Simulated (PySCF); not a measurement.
Input of a run (PBE0-D3(BJ)/def2-SVP geometry optimisation, gas phase (PySCF 2.14.0)), started from GFN2-xTB:
```
{"job": {"xc": "PBE0", "basis": "def2-SVP", "d3": "d3bj", "grid": 2, "kind": "geom"}, "charge": 0, "multiplicity": 1}
C     -3.093159     0.625049    -0.020644
C     -2.159233    -0.519023    -0.349960
O     -2.584893    -1.567282    -0.791566
C     -0.719562    -0.302526    -0.117601
C      0.161007    -1.344764    -0.428301
C      1.516313    -1.213646    -0.249431
C      2.049706    -0.021402     0.252113
N      3.402930     0.143546     0.372630
C      1.173343     1.022245     0.569098
C     -0.183854     0.884544     0.387635
H     -2.837722     1.500683    -0.613312
H     -3.016209     0.881491     1.033577
H     -4.114452     0.326399    -0.243268
H     -0.257450    -2.262720    -0.813038
H      2.182390    -2.028260    -0.495134
H      3.738867     0.907079     0.934147
H      3.981871    -0.678223     0.348493
H      1.578428     1.945403     0.959476
H     -0.828123     1.710659     0.645895
```

Output (energies in Eh, forces in Eh/bohr):
```
step   0  E = -439.44789403  max force = 0.009654
step   1  E = -439.44935224  max force = 0.001829
step   2  E = -439.44936157  max force = 0.000840
step   3  E = -439.44936834  max force = 0.000814
step   4  E = -439.44937003  max force = 0.000382
optimisation converged
```

**Question.** Summarise the run.

**Answer.** The energy falls by 3.9 kJ/mol over 5 energy and gradient evaluations, the largest force component goes from 0.0097 to 3.8e-04 Eh/bohr, and the atoms move by 0.029 Å rms after alignment. Among the bonds, C1–H11, C1–H12, C5–H14, C6–H15, C9–H18 and C10–H19 change most and about equally (+0.012 to +0.013 Å). Bonds longer at the end by more than 0.005 Å: 13 of 19; shorter: 0. The energy never rose by more than 1e-6 Eh on the way. The first step brought 99 % of the lowering.

**Question.** What are the final bond lengths?

**Answer.** C1–C2 1.512 Å, C2=O3 1.215 Å, C2–C4 1.485 Å, C4–C5 1.404 Å, C5–C6 1.382 Å, C6–C7 1.411 Å, C7–N8 1.368 Å, C7–C9 1.408 Å, C9–C10 1.386 Å, C4–C10 1.402 Å, C1–H11 1.101 Å, C1–H12 1.101 Å, C1–H13 1.097 Å, C5–H14 1.092 Å, C6–H15 1.094 Å, N8–H16 1.010 Å, N8–H17 1.010 Å, C9–H18 1.093 Å, C10–H19 1.092 Å. Numbering counts from 1 in the input's order; the species is `CC(=O)c1ccc(N)cc1` (4'-aminoacetophenone).

The run used 185 basis functions and 40 SCF cycles in all. The run took 88 s wall on Arm Neoverse V1, one thread, shared host with 32 logical CPUs at a one-minute load of 9.6, and the process peaked at 0.85 GiB of memory.

Whether it is a minimum is left open (no frequencies). One conformer, not necessarily the lowest.

Shape of the structure used: `[CH3:1][C:2](=[O:3])[c:4]1[cH:5][cH:6][c:7]([NH2:8])[cH:9][cH:10]1`: C1–C2–C4–C5 180°, H–N8–C7–C6 -165°, H–N8–C7–C6 -17°.
